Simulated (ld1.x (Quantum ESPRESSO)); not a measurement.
## Zn, ultrasoft: configuration errors across variants

zinc, ultrasoft, made with ld1.x (Quantum ESPRESSO) 7.5 (LDA (PZ), scalar-relativistic). Core [Ar], reference 3d10 4s1.75 4p0.25. Waves: 4s (bound): rcut 1.70, rcutus 2.20 bohr; 4s channel at 2.1 Ry: rcut 1.70, rcutus 2.20 bohr; 4p (bound): rcut 2.30, rcutus 2.45 bohr; 4p channel at 1.4 Ry: rcut 2.30, rcutus 2.45 bohr; 3d (bound): rcut 0.90, rcutus 1.20 bohr; 3d channel at 0.05 Ry: rcut 0.90, rcutus 1.20 bohr. Local part: all-electron potential smoothed inside 1.10 bohr (lloc = -1). Core correction: none. Augmentation charge: built from norm-conserving waves at rcut, not smoothed further.

All-electron excitation energies from the reference (eV): (1) 3d10 4s2 4p0 -1.258; (2) 3d10 4s1 4p0 8.932; (3) 3d10 4s0 4p0 27.701; (4) 3d10 4s0 4p1 15.356; (5) 3d8 4s0 4p0 130.740.

1 further variants failed, have other tests or too few solved ones, and are left out.

A true bound ghost makes a file unfit for plane-wave use even where its test errors are small: the radial tests pick states by their node count and pass the ghost by.

Errors AE − PS in meV (a dash: test not solved or not reliable):

| change | (1) | (2) | (3) | (4) | (5) | bound ghosts |
| --- | --- | --- | --- | --- | --- | --- |
| base | +0.2 | -3.5 | -15 | -3.8 | -207 | s |
| waves 4s (bound): rcut 1.70, rcutus 1.88 bohr; 4s channel at 2.1 Ry: rcut 1.70, rcutus 1.88 bohr | +0.2 | -3.3 | -15 | -3.9 | -207 | s |
| waves 4s (bound): rcut 1.70, rcutus 2.26 bohr; 4s channel at 2.1 Ry: rcut 1.70, rcutus 2.26 bohr | +0.2 | -3.6 | -15 | -3.8 | -207 | s |
| waves 4s (bound): rcut 1.70, rcutus 2.48 bohr; 4s channel at 2.1 Ry: rcut 1.70, rcutus 2.48 bohr | +0.2 | -4.0 | -15 | -3.9 | -207 | s |
| waves 4s (bound): rcut 1.70, rcutus 3.16 bohr; 4s channel at 2.1 Ry: rcut 1.70, rcutus 3.16 bohr | 0.0 | -9.6 | -15 | -3.8 | -207 | s |

Task: Give the same row for: waves 4s (bound): rcut 1.70, rcutus 2.78 bohr; 4s channel at 2.1 Ry: rcut 1.70, rcutus 2.78 bohr.

Result: +0.1, -6.3, -15, -3.8, -207; bound ghosts: s.
